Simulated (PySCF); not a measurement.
Gas-phase reaction: 2 AlBr + 2 F₂ → 2 AlF₂ + Br₂

Computed with PySCF (xtb for GFN2) and rigid-rotor harmonic-oscillator thermochemistry at 1 bar. Table values come from the NASA 1993 polynomials. After a fit of one offset per element over all species, the range-separated, M06-2X, PBE0/def2-QZVP and CCSD(T)/def2-TZVPP enthalpies, where run, lie to one side of the table for AlBr (-34 kJ/mol), AlF₂ (+60 kJ/mol): a fault of the table's entry, another state or a shared error of the levels is possible; this was not checked at source. † marks an energy on the PBE0/def2-TZVP geometry and frequencies; other levels use their own. CCSD(T) freezes the core. Open shells (unrestricted): AlF₂ (multiplicity 2); the rest are closed-shell singlets. GFN2 has no spin-polarisation term. B3LYP is the form with VWN-RPA correlation. Br: all electrons, no relativistic terms. For this reaction the table lies outside the span of B3LYP, CCSD(T), M06-2X, MP2, PBE0, r2SCAN, ωB97M-V, ωB97X-V in their largest bases here; which side is off was not settled. CCSD(T) isn't extrapolated to the basis-set limit. The table's entry may be an old estimate for AlBr, AlF₂ (not checked at source).

```tsv
level	ΔH°(298 K), kJ
table	-1390.0
B3LYP/def2-TZVP†	___
CCSD(T)/def2-SVP†	-1145.0
GFN2-xTB	-1392.6
HF/def2-TZVP†	-1367.6
M06-2X/def2-TZVP†	___
PBE/def2-SVP	-1116.1
PBE/def2-TZVP†	___
PBE0/def2-SVP†	-1162.5
LDA/def2-TZVP†	___
ωB97M-V/def2-TZVP†	-1188.1
ωB97X-V/def2-TZVP†	-1220.1
```

Task: Complete the blanks.

Result: 
- B3LYP/def2-TZVP†, ΔH°(298 K), kJ: -1220.4
- M06-2X/def2-TZVP†, ΔH°(298 K), kJ: -1260.3
- PBE/def2-TZVP†, ΔH°(298 K), kJ: -1170.6
- LDA/def2-TZVP†, ΔH°(298 K), kJ: -1213.2
